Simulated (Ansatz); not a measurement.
`N[Si@@H](F)O[Si@@H](N)F` + `N[SiH](O)O` → `N[Si@H](F)O[Si@@H](N)O` + `N[SiH](O)F`  (ligand exchange at the Si–O bond)

Program: Ansatz. Geometries: PBE0-D4/def2-TZVP. ΔE: electronic, gas phase. CCSD(T)/CBS is the MP2 limit (def2-TZVPP, def2-QZVPP) plus CCSD(T) − MP2 in def2-TZVPP, frozen cores. This one scheme is used for every species. DFT in def2-TZVPP. Each species was taken in one conformer, which may not be the lowest.

`N[Si@@H](F)O[Si@@H](N)F`:

Z-matrix (Å, degrees):
```
Si
F 1 1.599
O 1 1.622 2 106.7
N 1 1.690 2 114.0 3 118.1
H 1 1.473 2 105.6 3 -120.7
Si 3 1.622 1 148.3 2 -43.4
H 4 1.007 1 121.3 2 -80.5
H 4 1.006 1 121.4 2 72.1
N 6 1.690 3 107.1 1 -166.1
F 6 1.599 3 106.7 1 -43.6
H 6 1.473 3 113.2 1 72.1
H 9 1.007 6 121.3 3 37.3
H 9 1.006 6 121.4 3 -170.1
```

`N[SiH](O)O`:

Z-matrix (Å, degrees):
```
Si
O 1 1.639
O 1 1.639 2 116.1
N 1 1.714 2 107.1 3 -119.6
H 1 1.475 2 104.4 3 114.2
H 2 0.959 1 117.1 3 74.9
H 3 0.959 1 117.0 2 -75.2
H 4 1.008 1 119.6 2 171.6
H 4 1.008 1 119.6 2 -46.2
```

`N[Si@H](F)O[Si@@H](N)O`:

Cartesian coordinates in Å:
```
N -1.963 -0.655 0.711
Si -0.594 0.020 1.471
O -0.065 -0.981 2.649
O 0.513 0.253 0.287
Si 0.815 0.028 -1.285
N 1.953 1.177 -1.765
F -0.596 0.164 -2.043
H -2.199 -0.390 -0.232
H -2.777 -0.920 1.242
H -0.766 1.312 2.165
H -0.004 -1.912 2.423
H 1.286 -1.330 -1.613
H 2.406 1.143 -2.662
H 1.991 2.091 -1.347
```

`N[SiH](O)F`:

```xyz
8

N     0.040   -1.111    0.415
Si   -0.331    0.381   -0.311
O     0.659    1.550    0.240
F    -0.153    0.114   -1.874
H    -0.161   -1.975   -0.060
H     0.040   -1.224    1.415
H    -1.687    0.926   -0.122
H     1.593    1.339    0.297
```

| level | ΔE (kJ/mol) |
| --- | --- |
| ωB97X-V | -6.4 |
| MP2/def2-QZVPP | -5.8 |

Question: What does CCSD(T)/CBS give? (Estimate.)

Answer: Computed: -6.0 kJ/mol. The listed levels differ from it by -0.4, 0.2 kJ/mol.

Largest T1 diagnostic among the species: 0.011.
